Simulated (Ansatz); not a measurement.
A run of Ansatz (development build ahead of 0.2.0) on singlet C10H8 at this shape:

```xyz
18

C    -0.0399    0.7242   -0.0288
C    -1.2291    1.4104    0.0471
C    -2.4797    0.7026   -0.0094
C    -2.4691   -0.7395    0.0006
C    -1.2225   -1.3651    0.0284
C    -0.0118   -0.6699   -0.0175
C     2.4743    0.7166    0.0230
C     1.2691    1.4268   -0.0338
C     1.2415   -1.3664   -0.0363
C     2.3966   -0.7155   -0.0355
H    -1.2602    2.5394    0.0080
H    -3.3434    1.2805   -0.0082
H    -3.3991   -1.2021   -0.0066
H    -1.2825   -2.4671    0.0017
H     3.3535    1.2544    0.0416
H     1.2792    2.4705   -0.0209
H     1.2806   -2.4645   -0.0018
H     3.3647   -1.2014   -0.0090
```

Its results:

| Quantity | Value |
| --- | --- |
| Converged | yes |
| Total energy | -383.35603 hartree |
| Spin squared of the determinant | 0.000 |

(1) Which input gives this output? Name the method, the orbitals and the basis set, and write the input.

## Answers

(1) RHF in cc-pVDZ. An unrestricted run that stays on the closed shell gives the same numbers.

```yaml
crystal:
  periodic: [false, false, false]
  atoms:
    - { symbol: C, position_ang: [-0.03987, 0.72418, -0.02882] }
    - { symbol: C, position_ang: [-1.22914, 1.41038, 0.04705] }
    - { symbol: C, position_ang: [-2.47969, 0.70257, -0.00943] }
    - { symbol: C, position_ang: [-2.46905, -0.73954, 0.00058] }
    - { symbol: C, position_ang: [-1.2225, -1.36506, 0.02842] }
    - { symbol: C, position_ang: [-0.0118, -0.6699, -0.01751] }
    - { symbol: C, position_ang: [2.47426, 0.71656, 0.02297] }
    - { symbol: C, position_ang: [1.26908, 1.42682, -0.03376] }
    - { symbol: C, position_ang: [1.24153, -1.3664, -0.03634] }
    - { symbol: C, position_ang: [2.39656, -0.71545, -0.0355] }
    - { symbol: H, position_ang: [-1.26022, 2.53937, 0.00803] }
    - { symbol: H, position_ang: [-3.34339, 1.28054, -0.00823] }
    - { symbol: H, position_ang: [-3.39912, -1.20209, -0.00656] }
    - { symbol: H, position_ang: [-1.28248, -2.46712, 0.00171] }
    - { symbol: H, position_ang: [3.3535, 1.25439, 0.04162] }
    - { symbol: H, position_ang: [1.27922, 2.47053, -0.02095] }
    - { symbol: H, position_ang: [1.28063, -2.46446, -0.00176] }
    - { symbol: H, position_ang: [3.36466, -1.20142, -0.00899] }
basis:
  gaussian: { orbitals: cc-pVDZ }
hamiltonian:
  xc: hf
```

Caution: no unrestricted run beside it, a lower state can exist.
